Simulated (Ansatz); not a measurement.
Ge(SH)2H2 (GeH4S2), 7 atoms. Hardware: 4 threads of Intel Xeon on a shared host.

Correlated methods freeze 19 core orbitals; core or outer-core shells of Ge are correlated, in sets that lack core-valence functions.

Task: How many basis functions does each of these Ansatz runs have, and roughly what does it cost? PBE-D4/def2-TZVP, charge 1 doublet at the geometry of the charge 0 singlet, energy, from earlier orbitals; CCSD(T)/def2-TZVPP, charge 0 singlet, energy, from earlier orbitals; PBE0-D4/def2-TZVP, charge 0 singlet, energy, from earlier orbitals; PBE-D4/def2-TZVPD, charge 0 singlet, energy, from earlier orbitals; RPA@PBE/def2-TZVP, charge 0 singlet, energy, from earlier orbitals; r2SCAN-D4/def2-TZVP, charge 0 triplet at the geometry of the charge 0 singlet, energy, from earlier orbitals; PBE-D4/def2-TZVP, charge 0 triplet at the geometry of the charge 0 singlet, energy, from earlier orbitals; r2SCAN-D4/def2-TZVP, charge 1 doublet at the geometry of the charge 0 singlet, energy, from earlier orbitals; PBE0-D4/def2-TZVP, charge 1 doublet at the geometry of the charge 0 singlet, energy, from earlier orbitals; r2SCAN-D4/def2-TZVPD, charge -1 doublet at the geometry of the charge 0 singlet, energy, from earlier orbitals; PBE-D4/def2-TZVP, charge 0 singlet, relaxation, 5 steps; MP2/def2-TZVP, charge 0 singlet, energy, from earlier orbitals.

Result: Other jobs shared the machine, so times can vary by a factor of up to 3. A dash marks memory too small to be measured apart from the calling script's.

```csv
run,functions,fitting or Cholesky vectors,wall time,peak host memory (GiB)
"PBE-D4/def2-TZVP, charge 1 doublet at the geometry of the charge 0 singlet, energy, from earlier orbitals",146,1056,4.4 s,–
"PBE0-D4/def2-TZVP, charge 0 singlet, energy, from earlier orbitals",146,1119,6.1 s,–
"PBE-D4/def2-TZVPD, charge 0 singlet, energy, from earlier orbitals",182,1163,7 s,–
"MP2/def2-TZVP, charge 0 singlet, energy, from earlier orbitals",146,969,7.5 s,–
"PBE0-D4/def2-TZVP, charge 1 doublet at the geometry of the charge 0 singlet, energy, from earlier orbitals",146,1119,8 s,–
"PBE-D4/def2-TZVP, charge 0 triplet at the geometry of the charge 0 singlet, energy, from earlier orbitals",146,1056,8 s,–
"RPA@PBE/def2-TZVP, charge 0 singlet, energy, from earlier orbitals",146,969,9.1 s,–
"r2SCAN-D4/def2-TZVP, charge 1 doublet at the geometry of the charge 0 singlet, energy, from earlier orbitals",146,1056,9.6 s,–
"r2SCAN-D4/def2-TZVP, charge 0 triplet at the geometry of the charge 0 singlet, energy, from earlier orbitals",146,1056,16 s,–
"r2SCAN-D4/def2-TZVPD, charge -1 doublet at the geometry of the charge 0 singlet, energy, from earlier orbitals",182,1163,19 s,–
"PBE-D4/def2-TZVP, charge 0 singlet, relaxation, 5 steps",146,1056,21 s,–
"CCSD(T)/def2-TZVPP, charge 0 singlet, energy, from earlier orbitals",188,1101,75 s,1.8
```
